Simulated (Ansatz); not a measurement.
A single point on FH5O2Si2 (`O[SiH](O)[SiH2]F`).

```yaml
crystal:
  periodic: [false, false, false]
  atoms:
    - {symbol: O, position_ang: [-1.330537, -1.118511, 0.890692]}
    - {symbol: Si, position_ang: [0.199439, -0.632012, 0.529791]}
    - {symbol: O, position_ang: [0.947063, -1.584451, -0.583545]}
    - {symbol: Si, position_ang: [0.134246, 1.508908, -0.445241]}
    - {symbol: F, position_ang: [-1.222668, 1.573051, -1.316670]}
    - {symbol: H, position_ang: [-2.003273, -0.988358, 0.219205]}
    - {symbol: H, position_ang: [0.907754, -0.692729, 1.834102]}
    - {symbol: H, position_ang: [1.124905, -2.498008, -0.351225]}
    - {symbol: H, position_ang: [0.052912, 2.583708, 0.580058]}
    - {symbol: H, position_ang: [1.273158, 1.797402, -1.354165]}
basis:
  gaussian: {orbitals: def2-QZVPP}
correlation: {method: mp2}
```

```sh
$ ansatz run in.yaml --threads 4 --pin off --events-out ev --progress --plain --max-ram 10444MiB
```

Shortened log:

```
Functional definition: HF
2780 factors; integrals over basis functions are off by at most 8.0e-4 eV
mean field evaluation 1: about -22587.2678 eV, gradient 5.5e1 eV
mean field evaluation 2: about -22587.4006 eV, gradient 5.5e1 eV
mean field evaluation 4: about -22592.9070 eV, gradient 3.4e0 eV
mean field evaluation 8: about -22592.9680 eV, gradient 1.6e-1 eV
mean field -22592.96816349 eV, -830.2762659442 hartree, gradient 1.2e-6 eV, S^2 0.000000; 0 other end points of the search recorded, 0 dependent functions left out
13 core orbitals not correlated: weight in the atoms' cores, before any rotation towards them, 1.000 or more for the frozen orbitals, at most 0.000 for the correlated occupied ones
reference -22592.96816349 eV, -830.2762659442 hartree; 16, 16 occupied and 432, 432 virtual orbitals, 2780 factors
second order -28.69234402 eV of doubles, -0.00000000 eV of singles
Total energy: -22621.66050750 eV, -831.3306901385 hartree
```

Hardware: 4 threads of an Intel Xeon 6975P-C on a shared host. Wall time 11 s, peak host memory 2.5 GiB.
